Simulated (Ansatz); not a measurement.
Total energies of Ge₂H₅O (`[OH][GeH][GeH3]`) radical.

```xyz
8

O     2.091    0.017   -0.076
Ge    0.605    1.019   -0.061
Ge   -1.228   -0.568   -0.336
H     2.818    0.430    0.397
H     0.584    1.779    1.304
H    -2.551    0.215   -0.334
H    -1.252   -1.613    0.793
H    -1.068   -1.280   -1.686
```

The species carries charge 0 and has multiplicity 2. Correlated methods include outer-core shells of Ge, which these sets cover unevenly. Scalar relativity is left out up to krypton. The geometry is a stationary point of PBE0-D4/def2-TZVP. It is one conformer, not always the lowest. Basis def2-TZVPP, Ansatz 0.2.0.

RPA on PBE orbitals: Hartree–Fock energy of these orbitals -4228.46396 Eh, correlation -1.19203 Eh (frozen core).

```
functional  energy without D4 (Eh)  D4 term (kJ/mol)
    r2SCAN             -4232.20353              -3.3
 CAM-B3LYP             -4232.47278             -12.5
```

(1) Give the same for LDA (SPW92), PBE, revPBE, BLYP, B97M-V, PBE0, B3LYP, r2SCANh, r2SCAN0, HSE06 (plane-wave form), BHLYP, LC-ωPBE, ωB97X-V, ωB97M-V, B2PLYP, PBE-QIDH. (An estimate is asked.)

B3LYP takes the VWN-RPA correlation (the form of Gaussian; ORCA's B3LYP/G). HSE06 is the plane-wave form, built on full-range PBE exchange. The double hybrids freeze the cores in their second-order part.

Results:

(1) Computed: 
```csv
functional,energy without D4 (Eh),D4 term (kJ/mol)
LDA (SPW92),-4225.36030,–
PBE,-4231.54043,-14.3
revPBE,-4231.91396,-37.7
BLYP,-4232.35081,-30.6
B97M-V,-4231.45863,–
PBE0,-4231.65030,-12.1
B3LYP,-4232.35705,-23.3
r2SCANh,-4232.18259,-3.6
r2SCAN0,-4232.15298,-4.0
HSE06 (plane-wave form),-4231.64763,-11.5
BHLYP,-4232.17690,-20.3
LC-ωPBE,-4231.66932,–
ωB97X-V,-4231.84751,–
ωB97M-V,-4231.98638,–
B2PLYP,-4231.46661,–
PBE-QIDH,-4230.98346,–
```

LC-ωPBE has ω = 0.4 bohr⁻¹.
